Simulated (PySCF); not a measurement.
C6H9B2N.
Z-matrix (Å and degrees, PBE0-D3(BJ)/def2-SVP geometry), rows numbered from 1:
```
B 
N   1  1.4302
B   2  1.4303  1  120.34
C   2  1.4303  1  119.82  3   179.94
C   4  1.3970  2  120.37  1  -126.71
C   5  1.3926  4  120.21  2  -179.93
C   6  1.3939  5  120.34  4    -0.10
C   7  1.3939  6  119.52  5     0.03
C   8  1.3927  7  120.30  6     0.07
H   1  1.2044  2  118.53  3     0.90
H   1  1.2065  2  119.39  3  -178.81
H   3  1.2066  2  119.44  1  -178.88
H   3  1.2043  2  118.58  1     0.74
H   5  1.0921  4  119.39  2     0.66
H   6  1.0925  5  119.51  4  -179.75
H   7  1.0922  6  120.24  5  -179.96
H   8  1.0925  7  120.17  6   179.71
H   9  1.0921  4  119.38  2     0.62
```

All values: PBE0/pcSseg-1 and wB97X-D/def2-SVPD (PySCF, non-relativistic), on one gas-phase PBE0-D3(BJ)/def2-SVP geometry that isn't relaxed in the solvent. The solvent is an IEF-PCM continuum (van der Waals radii × 1.2). The model holds no explicit solvent molecules, cavitation or dispersion.

Gas phase at PBE0/pcSseg-1: HOMO -7.21 eV, LUMO -1.41 eV, dipole 1.28 D.

Question: What does the continuum do to the energy, the frontier levels and the dipole at PBE0/pcSseg-1 in chloroform and acetone?

Answer: 
```csv
solvent,ε,E(solvent) − E(gas) (kJ/mol),polarisation term (kJ/mol),distortion of the solute (kJ/mol),HOMO (eV),LUMO (eV),dipole (D)
chloroform,4.711,-8.35,-8.96,0.61,-7.18,-1.38,1.47
acetone,20.49,-11.56,-12.74,1.18,-7.19,-1.38,1.51
```

Polarisation term: ½ Σ q·V over the induced surface charges. Distortion: the rise of the solute's own energy as its density leaves the gas-phase optimum. From chloroform to acetone the lowering changes by a factor 1.38, Onsager's factor (ε − 1)/(2ε + 1) by 1.30 and ε itself by 4.3.

Question: Which radius a makes the point-dipole formula ΔE = −[(ε − 1)/(2ε + 1)]·μ²/a³ give the value in acetone, with the gas-phase dipole?

Answer: μ = 0.505 au and |ΔE| = 0.00440 Eh give a = 1.59 Å; the farthest nucleus lies 3.76 Å from the centroid of the nuclei, so such a sphere wouldn't even hold the nuclei. The formula assumes a rigid point dipole at the centre of a sphere.

Question: Which Mulliken charges (PBE0/pcSseg-1) respond most in acetone (means over atoms taken as equivalent)?

Answer: 
```csv
atoms,environment,gas (e),solvent (e),change
C4,aromatic carbon bearing nitrogen,+0.173,+0.150,-0.023
B1/B3,three-coordinate boron,+0.188,+0.206,+0.018
H14/H18,aromatic hydrogen,+0.092,+0.108,+0.016
H15/H17,aromatic hydrogen,+0.100,+0.116,+0.016
H16,aromatic hydrogen,+0.099,+0.114,+0.015
C7,aromatic CH carbon,-0.081,-0.095,-0.014
C6/C8,aromatic CH carbon,-0.081,-0.093,-0.012
C5/C9,aromatic CH carbon,-0.063,-0.074,-0.011
H10/H11/H12/H13,B–H hydrogen,+0.004,-0.006,-0.010
N2,boron-bound nitrogen,-0.680,-0.673,+0.007
```

Question: How do the nuclear quadrupole coupling constants eQVzz/h respond in acetone?

Answer: 
```csv
nucleus,Q (barn),gas (MHz),solvent (MHz),η gas,η solvent
11B at B1,0.04059,4.84,4.82,0.20,0.19
14N at N2,0.02044,1.80,1.79,0.40,0.39
11B at B3,0.04059,4.84,4.82,0.20,0.19
```

Gas phase at wB97X-D/def2-SVPD: HOMO -8.93 eV, LUMO 0.49 eV, dipole 1.22 D.

Question: What does the continuum do to the energy, the frontier levels and the dipole at wB97X-D/def2-SVPD in acetone?

Answer: 
| solvent | ε | E(solvent) − E(gas) (kJ/mol) | polarisation term (kJ/mol) | distortion of the solute (kJ/mol) | HOMO (eV) | LUMO (eV) | dipole (D) |
| --- | --- | --- | --- | --- | --- | --- | --- |
| acetone | 20.49 | -11.03 | -12.41 | 1.38 | -8.90 | 0.52 | 1.45 |

Question: How does the static polarisability (wB97X-D/def2-SVPD, frozen core, with the continuum's full static response) change?

Answer: 
```
 medium  isotropic (au)  principal values (au)  ⟨r²⟩ of the electrons (bohr²)
    gas           104.0     72.6, 105.6, 133.7                         1189.0
acetone           141.6     99.6, 149.2, 176.0                         1188.3
```

The isotropic value in acetone is 1.36 times the gas-phase one; no cavity-field correction is applied. ⟨r²⟩ is taken about the centre of nuclear charge.

Note: wB97X-D ran without an empirical dispersion term, which enters the total energy and its gradient alone.
